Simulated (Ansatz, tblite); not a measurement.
Cost and result up the ladder for SnF₄ (5 atoms). The state is a singlet with charge 0. Geometry: r2SCAN-D4/def2-SVP.

```
atom    x (Å)    y (Å)    z (Å)
 Sn1   0.0000   0.0001   0.0000
  F2  -0.5764   1.6341  -0.7982
  F3  -1.5191  -0.9848   0.6015
  F4   1.1371   0.3826   1.4833
  F5   0.9585  -1.0321  -1.2866
```

Ansatz on 4 threads of Intel Xeon on a shared host; xTB runs through tblite on one thread. Times are rough, summed over both states, and most runs start from the orbitals of an earlier one. PBE0-D4/def2-TZVP serves as the yardstick here, not as an exact answer. The other state is a doublet.

In the def2 sets Sn takes a core potential; there is no spin–orbit coupling. The xTB rows come from tblite. HOMO above LUMO, or a gap near zero within one spin, warns that the state may not be the lowest or that an electron is smeared out.

Raw xTB energies of ions are shifted by several eV.

```
              level  functions  wall time  vertical IE (eV)  difference from PBE0-D4/def2-TZVP (eV)                                     remarks
           GFN2-xTB         25    0.035 s             18.74                                    4.00                                           –
           GFN1-xTB         25    0.042 s             19.56                                    4.82                                           –
   PBE-D4/def2-TZVP        174       23 s             13.62                                   -1.12  gap within one spin near zero (+1 doublet)
r2SCAN-D4/def2-TZVP        174       33 s             14.04                                   -0.70  gap within one spin near zero (+1 doublet)
  PBE0-D4/def2-TZVP        174       35 s             14.74                                    0.00                                           –
```
